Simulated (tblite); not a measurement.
Start geometry of `C=C([SiH2]N)C(=O)COC` from a force field or distance geometry (Å):
```
atom  x, y, z in Å
C1    -2.2150   -1.1054    0.8457
C2    -1.2339   -0.9433   -0.0553
Si3   -1.3810   -0.1607   -1.6797
N4    -1.3807    1.5402   -1.4963
C5     0.1044   -1.5075    0.3456
O6     0.1673   -2.6449    0.8079
C7     1.3770   -0.6654    0.1364
O8     1.1638    0.7413    0.1945
C9     2.3805    1.4552    0.0466
H10   -2.0615   -1.6062    1.8018
H11   -3.2368   -0.7517    0.6560
H12   -0.2533   -0.5067   -2.5554
H13   -2.6832   -0.5010   -2.3104
H14   -2.1503    1.7978   -0.8886
H15   -0.5406    1.7765   -0.9583
H16    2.0646   -0.9413    0.9586
H17    1.8194   -0.9450   -0.8196
H18    3.0620    1.2122    0.8617
H19    2.8397    1.2379   -0.9137
H20    2.1525    2.5286    0.0903
```

What comes out of this run: tblite, GFN2-xTB geometry optimisation, gas phase?

```
atom  x, y, z in Å
C1    -2.217   -1.259    0.752
C2    -1.103   -1.030    0.061
Si3   -1.068    0.091   -1.474
N4    -1.247    1.771   -1.136
C5     0.142   -1.642    0.532
O6     0.220   -2.746    1.024
C7     1.390   -0.799    0.314
O8     1.042    0.543    0.095
C9     2.123    1.331   -0.337
H10   -2.209   -1.852    1.655
H11   -3.167   -0.847    0.453
H12    0.116   -0.147   -2.302
H13   -2.260   -0.277   -2.250
H14   -2.152    2.195   -1.251
H15   -0.778    2.153   -0.331
H16    2.058   -0.901    1.182
H17    1.915   -1.216   -0.562
H18    2.908    1.372    0.426
H19    2.551    0.941   -1.268
H20    1.732    2.331   -0.516
```

The energy falls by 40.4 kJ/mol over 163 L-BFGS steps, the largest force on an atom goes from 3.10 to 0.009 eV/Å, and the atoms move by 0.439 Å rms after alignment. The bond that changes most is C2–Si3 (fully substituted alkene carbon to SiH2 silicon), which lengthens by 0.092 Å. Bonds longer at the end by more than 0.005 Å: 5 of 19; shorter: 13. Among the angles that change most is Si3–N4–H15, from 106.6° to 118.6°. Among the dihedrals that turn most is H12–Si3–N4–H14, from 180° to 133°. Rotational constants go from 1440, 1226, 773.4 to 1566, 1317, 807.8 MHz. The orientation of the end geometry is arbitrary; only internal coordinates are fixed.

On an Arm Neoverse V1 with one thread, no GPU, shared host with 32 logical CPUs at a one-minute load of 28, this took 1.4 s.

Its GFN2-xTB frequencies are all real (lowest 37 cm⁻¹). One conformer, not necessarily the lowest. 3 starts were optimised and ended at 0.00, 3.11 and 3.76 kcal/mol (GFN2-xTB); the lowest of these is shown.

All values are computed, not measured.
